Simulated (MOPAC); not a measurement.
MOPAC input (PM7):

```
PM7 1SCF GEO-OK AUX(PRECISION=9) THREADS=1
BeO

Be   -0.00000000 1   -0.00000000 1   -0.88442103 1
O     0.00000000 1    0.00000000 1    0.44221052 1
```

Output:

```
 *******************************************************************************
 **                                                                           **
 **                              MOPAC v23.2.5                                **
 **                                                                           **
 *******************************************************************************
 ** MOPAC's Digital Object Identifier: https://doi.org/10.5281/zenodo.6511958 **
 **                                                                           **
 ** Please cite the open-source release paper for use of this MOPAC version:  **
 ** J. E. Moussa and J. J. P. Stewart (2026)                                  **
 ** MOPAC: An open-source semiempirical molecular orbital program             **
 ** J. Open Source Softw., 11(119), 8025, https://doi.org/10.21105/joss.08025 **
 *******************************************************************************

                              PM7 CALCULATION RESULTS

 *******************************************************************************
 *  PM7        - The PM7 Hamiltonian to be used
 *  GEO-OK     - OVERRIDE INTERATOMIC DISTANCE AND OTHER SAFETY CHECKS
 *  1SCF       - DO 1 SCF AND THEN STOP
 *  AUX        - OUTPUT AUXILIARY INFORMATION
 *******************************************************************************
PM7 1SCF GEO-OK AUX(PRECISION=9) THREADS=1
 BeO

   ATOM   CHEMICAL          X               Y               Z
  NUMBER   SYMBOL      (ANGSTROMS)     (ANGSTROMS)     (ANGSTROMS)

     1      Be         -0.00000000  *  -0.00000000  *  -0.88442103  *
     2       O          0.00000000  *   0.00000000  *   0.44221052  *

          CARTESIAN COORDINATES

    NO.       ATOM           X           Y           Z

     1        Be         -0.0000     -0.0000     -0.8844
     2         O          0.0000      0.0000      0.4422

 General Reference for PM7:
 "Optimization of Parameters for Semiempirical Methods VI: More Modifications to the
 NDDO Approximations and Re-optimization of Parameters", J. J. P. Stewart, J. Mol. Mod., 1:32, 19 (2013)
 https://link.springer.com/article/10.1007/s00894-012-1667-x

           Empirical Formula: O Be  =     2 atoms

      MOLECULAR POINT GROUP   :   C*v

      RHF CALCULATION, NO. OF DOUBLY OCCUPIED LEVELS = 4

 -------------------------------------------------------------------------------
 PM7 1SCF GEO-OK AUX(PRECISION=9) THREADS=1
 BeO

     1SCF WAS SPECIFIED, SO BFGS WAS NOT USED
     SCF FIELD WAS ACHIEVED

                              PM7 CALCULATION
                                                       MOPAC v23.2.5 Linux

          FINAL HEAT OF FORMATION =         16.60618 KCAL/MOL =      69.48027 KJ/MOL

          COSMO AREA              =         66.51 SQUARE ANGSTROMS
          COSMO VOLUME            =         49.99 CUBIC ANGSTROMS

          IONIZATION POTENTIAL    =         10.408904 EV
          HOMO LUMO ENERGIES (EV) =        -10.409 -0.376
          NO. OF FILLED LEVELS    =          4
          MOLECULAR WEIGHT        =         25.0116         POINT GROUP:  C*v

          MOLECULAR DIMENSIONS (Angstroms)

            Atom       Atom       Distance
            O     2   Be     1     1.32663
            O     2   Be     1     0.00000
           Be     1    O     2     0.00000

          SCF CALCULATIONS        =          1

   ATOM   CHEMICAL          X               Y               Z
  NUMBER   SYMBOL      (ANGSTROMS)     (ANGSTROMS)     (ANGSTROMS)

     1      Be         -0.00000000  *  -0.00000000  *  -0.88442103  *
     2       O          0.00000000  *   0.00000000  *   0.44221052  *

                             CARTESIAN COORDINATES

   1   Be       -0.000000000    -0.000000000    -0.884421030
   2    O        0.000000000     0.000000000     0.442210520

           Empirical Formula: O Be  =     2 atoms

      MOLECULAR POINT GROUP   :   C*v

                  EIGENVALUES
 -24.71198 -11.98088 -10.40890 -10.40890  -0.37589   3.33810   3.33810   7.29619

              NET ATOMIC CHARGES AND DIPOLE CONTRIBUTIONS

  ATOM NO.   TYPE          CHARGE      No. of ELECS.   s-Pop       p-Pop
    1         Be           0.774739        1.2253     0.21940     1.00586
    2          O          -0.774739        6.7747     1.86739     4.90735
 DIPOLE           X         Y         Z       TOTAL
 POINT-CHG.     0.000     0.000    -4.937     4.937
 HYBRID        -0.000     0.000    -1.505     1.505
 SUM           -0.000     0.000    -6.442     6.442

          ATOMIC ORBITAL ELECTRON POPULATIONS

     Atom    s        px        py        pz
    1 Be   0.21940   0.30559   0.30559   0.39469
    2  O   1.86739   1.69441   1.69441   1.51852

 **********************
 *                    *
 * JOB ENDED NORMALLY *
 *                    *
 **********************

 == MOPAC DONE ==
```
